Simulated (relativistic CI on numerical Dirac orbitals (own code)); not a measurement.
# Radial parameters of Ag²⁺

These numbers are calculated, not measured: Dirac-Coulomb-Breit CI, separate exchange-only KLI orbitals for each configuration, QED by a radiative potential, valence Slater integrals scaled by 0.85, P86 correlation energy added to each configuration (own radial code, finite nucleus).

Slater integrals F^k, G^k are unscaled and averaged over j, outside the closed core [Ar] 3d10 4s2; ζ comes from projecting the Hamiltonian with its Breit term on Σ l·s of the shell.

- 4p6 4d9: ζ(4d) = 1765.5 cm⁻¹; <r>(4d) = 1.304, <r^2>(4d) = 2.026 (bohr units).
- 4p6 4d8 5s: F^2(4d,4d) = 78570, F^4(4d,4d) = 51495, ζ(4d) = 1891.6, G^2(4d,5s) = 15531 cm⁻¹; <r>(4d) = 1.269, <r^2>(4d) = 1.914, <r>(5s) = 2.477, <r^2>(5s) = 6.92 (bohr units).
- 4p6 4d8 5p: F^2(4d,4d) = 79131, F^4(4d,4d) = 51911, ζ(4d) = 1921.9, F^2(4d,5p) = 23128, G^1(4d,5p) = 8900.1, G^3(4d,5p) = 7605, ζ(5p) = 2204.3 cm⁻¹; <r>(4d) = 1.262, <r^2>(4d) = 1.889, <r>(5p) = 3.013, <r^2>(5p) = 10.27 (bohr units).

(1) Give the Racah parameters of the d shell in 4p6 4d8 5s.

In this model ζ of a weakly bound d, f or g electron outside closed shells comes out too small, for d by up to a factor of two or three and at times with the wrong sign; that of an outer p electron is too small as well.

For a near-neutral ion this model can misplace configurations by up to about 10,000 cm⁻¹ (more where the count of f electrons changes) and terms by 10 to 25 % of their spread. Rates follow the energies as ν³ (E1, M1) or ν⁵ (E2), so they and the lifetimes can be off by large factors. The fine structure of a lone outer electron comes out too small, for d and f at times inverted, and misplaced configurations move strength between like terms. 10 of the 13 excited levels that our extract of the measured tables holds in this range could be paired (the sources list more); they are missed by 3090 cm⁻¹ on average and 4082 at most, and levels without a partner can miss by more.

Averages of the first 10 configurations, taken without configuration mixing, which lowers the lowest level and can move excited configurations by several eV; other configurations of the list can lie among them:

| Configuration | Parity | States | Average energy above the lowest level (eV) |
| --- | --- | --- | --- |
| 4p6 4d9 | even | 10 | 0.3 |
| 4p6 4d8 5s | even | 90 | 10.0 |
| 4p6 4d8 5p | odd | 270 | 16.6 |
| 4p6 4d8 4f | odd | 630 | 28.2 |
| 4p6 4d7 5s2 | even | 120 | 22.7 |
| 4p6 4d8 5d | even | 450 | 24.1 |
| 4p6 4d8 6s | even | 90 | 24.0 |
| 4p6 4d8 6p | odd | 270 | 26.1 |
| 4p6 4d7 4f2 | even | 10920 | 63.2 |
| 4p6 4d7 5s 5p | odd | 1440 | 28.8 |

## Answers

(1) B = F²/49 − 5F⁴/441 = 1020 cm⁻¹ and C = 35F⁴/441 = 4087 cm⁻¹; values fitted to spectra at such low charge are typically 15 to 30 % smaller.
